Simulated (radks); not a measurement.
Values are calculated unless marked as measured or tabulated.
Question: Radial electron density D(r) = 4 pi r^2 rho(r) of an atom or ion with 23 electrons. Code: a radial shooting solver on a logarithmic mesh with Libxc functionals. Model: non-relativistic Kohn-Sham, PBE, spin-polarised, spherical densities, point nucleus.

r (bohr)  D(r) (e/bohr)  spin D(r)
0.007499          5.137    0.00171
0.008523          6.305    0.00209
0.009764          7.779    0.00257
0.0111            9.402    0.00309
0.01271           11.39    0.00371
0.01445           13.49    0.00435
0.01656           15.95    0.00506
0.01882           18.42    0.00572
0.02156           21.11    0.00636
0.0245            23.59    0.00683
0.02807           26.00    0.00708
0.0319            27.88    0.00699
0.03626           29.20    0.00648
0.04154           29.86    0.00541
0.04722           29.68    0.00391
0.0541            28.70    0.00192
0.06148           27.22  0.0000330
0.07044           25.41   -0.00131
0.08006           23.94  -0.000939
0.09172           23.14    0.00283
0.1042            23.47     0.0116
0.1194            25.09     0.0297
0.1357            27.54     0.0586
0.1555            30.43      0.107
0.1768            32.50      0.178
0.2025            33.06      0.288
0.2302            31.47      0.437
0.2637            27.60      0.659
0.2997            22.63      0.940
0.3433            17.29       1.32
0.3902            13.46       1.76
0.4471            11.53       2.27
0.5081            11.68       2.75
0.5775            12.96       3.15
0.6617            14.30       3.40
0.752             14.55       3.42
0.8616            13.31       3.21
0.9792            11.01       2.84
1.122             8.087       2.34
1.275             5.561       1.86
1.461             3.548       1.40
1.66              2.343       1.06
1.902             1.614      0.772
2.162             1.215      0.563
2.477            0.9041      0.382
2.815            0.6410      0.243
3.225            0.3928      0.132
3.666            0.2141     0.0640
4.2             0.09375     0.0245
4.773           0.03534    0.00796
5.468          0.009819    0.00181
6.215          0.002273   0.000323
7.121         0.0003540  0.0000324

What is the nuclear charge?

Answer: Z = 25. The innermost maximum, from 1s, lies near 1/Z = 0.04 bohr (found: 0.0429), and its height grows with Z. The density is that of the manganese ion Mn2+ in [Ar] 3d3.5 4s1.5; the configuration itself is not fixed sharply by these data, and Z only to about a unit. D(r) has 3 maxima, at r = 0.0429, 0.196, 0.723 bohr, and minima at 0.0939, 0.469 bohr, inside which lie 2.12, 10.57 electrons.
